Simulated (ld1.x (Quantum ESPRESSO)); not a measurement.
## What one change does to a pseudopotential (Sr (Z = 38), TM semilocal)

* Element: Sr
* Generator: ld1.x (Quantum ESPRESSO) 7.5
* Type: norm-conserving Troullier–Martins (semilocal form)
* Functional: PBE
* Relativity: scalar-relativistic
* Frozen core: [Ar] 3d10 4s2
* Valence charge: 8
* Reference configuration: 4p6 4d0 5s0 5p0 (charge +2)
* Partial waves: 4p (bound): rc 1.35 bohr; 4d (bound, empty): rc 3.40 bohr; 5s (bound, empty): rc 3.00 bohr
* Local potential: the s channel
* Core correction: none

All-electron outer shells of the reference configuration (PBE, scalar-relativistic, ld1.x):

```tsv
shell	level (eV)	outermost node (bohr)	outermost maximum (bohr)
4s	-54.72	0.59	1.19
4p	-36.52	0.61	1.32
5s	-13.60	1.62	3.20
4d	-13.29	0.65	1.89
5p	-9.81	1.88	3.76
```

Change: wave 5s (bound): rc 3.00 bohr becomes 5s (bound): rc 1.92 bohr.

Cutoffs: the cutoffs (Ry, on a coarse ladder) from which the occupation-weighted sum of valence levels, in a spherical-Bessel basis at the reference potential, stays within 10 and 1 mRy of its value at 400 Ry; they do not see the model core or the augmentation charge, which bear on the density cutoff. Errors are all-electron minus pseudo energies relative to the spin-unpolarised reference configuration.

How do hardness, ghosts and transferability respond?

The potential gets neither clearly harder nor softer (45 Ry and 90 Ry → 45 Ry and 90 Ry); a bound ghost appears in s, which as a rule spoils a file; the number of tests that count goes from 7 to 6; of the 6 tests that both files solve, the error grows in 4 and shrinks in 0 by more than 15 % and 0.3 meV (median size 39.9 → 142.5 meV). That the errors move this way runs against the usual rule that smaller radii transfer better. A semilocal file is local in each channel, so a ghost entry of none says nothing of the separable form that plane-wave codes build from it.

| quantity | base | changed |
| --- | --- | --- |
| cutoff, loose | 45 Ry | 45 Ry |
| cutoff, tight | 90 Ry | 90 Ry |
| bound ghosts | none | s (extra level of the local part) |
| tests counted (converged, no solver errors) | 7 of 7 | 6 of 7 |
| error for 4p6 4d0 5s2 5p0, meV [ΔE -16.89 eV] | +84 | +323 |
| error for 4p6 4d0 5s1 5p0, meV [ΔE -11.01 eV] | +29 | +127 |
| error for 4p6 4d0 5s1.5 5p0, meV [ΔE -14.55 eV] | +57 | +230 |
| error for 4p6 4d0 5s0 5p1, meV [ΔE -8.07 eV] | +18 | +18 |
| error for 4p6 4d0 5s1 5p1, meV [ΔE -14.59 eV] | +51 | +158 |
| error for 4p6 4d1 5s0 5p0, meV [ΔE -9.24 eV] | +28 | +28 |
| s: phases at 3.69 bohr within 0.05 rad from the reference energy up to (Ry; the scan ends near 5) | 0.3 | 0.2 |
| p: phases at 3.69 bohr within 0.05 rad from the reference energy up to (Ry; the scan ends near 5) | 2.3 | 2.3 |
| d: phases at 3.69 bohr within 0.05 rad from the reference energy up to (Ry; the scan ends near 5) | 0.0 | 0.0 |

Base: ld1.x printed “convergence not achieved” for 1 of the counted tests; its residual had stalled under 1e-8, short of the target of 1e-14. Changed file: Tests not counted: 4p5 4d0 5s2 5p0 (solver errors, printed error -11.9 eV). ld1.x printed “convergence not achieved” for 2 of the counted tests; their residual had stalled under 1e-8, short of the target of 1e-14. A true bound ghost makes a file unfit for plane-wave use even where its test errors are small: the radial tests pick states by their node count and pass the ghost by. Where a test does run into it, the solver fails or the error is huge.
